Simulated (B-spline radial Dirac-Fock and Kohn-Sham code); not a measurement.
**The free indium atom: differential elastic cross section for electrons at 500 eV**

Level of theory: relativistic (Dirac) partial waves in the static field of the Dirac-Fock atom with Furness-McCarthy exchange, without polarisation or absorption potentials; a radial atomic solver.

```
θ (°)  dσ/dΩ (a₀²/sr)  Sherman function
    0             121             0.000
    1             119             0.000
    2             111             0.000
    3            99.2             0.000
    5            72.1             0.000
    7            48.2             0.000
   10            25.2             0.000
   15            9.46             0.000
   20            4.19            -0.001
   25            2.06            -0.005
   30            1.13            -0.011
   40           0.533            -0.008
   50           0.421             0.020
   60           0.346             0.041
   70           0.195             0.047
   80          0.0598            -0.023
   90          0.0736            -0.120
  100           0.219            -0.038
  110           0.326            -0.006
  120           0.255             0.014
  130          0.0744             0.031
  140          0.0338            -0.164
  150           0.352            -0.042
  160           0.992            -0.018
  170            1.64            -0.008
  180            1.92             0.000
```

Q: What integrated cross sections go with this distribution?

A: The total elastic cross section is 12.6 a₀², the first transport cross section 3.89 a₀² and the second, weighted with (3/2) sin²θ, 3.40 a₀². The mean deflection is ⟨1 − cos θ⟩ = 0.308, and 15 % of the collisions scatter beyond 90°.

On this grid of angles the cross section has minima near 80°, 140°, from interference among the few low partial waves with large phase shifts.

Values without a named source are computed, but for edge energies of neutral atoms, which are taken from tables.
